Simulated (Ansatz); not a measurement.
Reaction (formal exchange of groups at the Si–C bond): `[SiH3]C[Te][SiH3]` + `CC(C)(O)Cl` → `CC(O)([SiH3])Cl` + `CC[Te][SiH3]`

Computed with Ansatz on PBE0-D4/def2-TZVP structures; ΔE is electronic, products minus reactants. CCSD(T)/CBS is the MP2 limit (def2-TZVPP, def2-QZVPP) plus CCSD(T) − MP2 in def2-TZVPP, frozen cores. Functionals use def2-TZVPP. def2 core potentials past Kr. For Te outer-core shells are correlated without core-valence functions, which leaves a few kJ/mol of doubt a bond. One conformer a species, not always the lowest.

```csv
level,ΔE (kJ/mol)
revPBE-D4,35.5
B97M-V,46.4
```

Problem. What does CCSD(T)/CBS give? (Estimate.)

Solution. The calculation gave: +43.8 kJ/mol. The listed levels differ from it by -8.3, 2.6 kJ/mol.

Largest T1 diagnostic among the species: 0.011.

From r2SCAN to r2SCAN0 (25 % exact exchange), in def2-TZVPP and without D4, ΔE moves by +3.0 kJ/mol. Leaving LDA and LC-ωPBE aside and taking each functional with its dispersion term where it has one, the values, not all of them listed here, spread over 12.4 kJ/mol, from BLYP-D4 to B97M-V. LDA lies +6.9 kJ/mol from PBE without D4.

CCSD(T)/CBS has its own doubt, a few kJ/mol and more with outer-core shells, so smaller differences from it don't rank the levels.
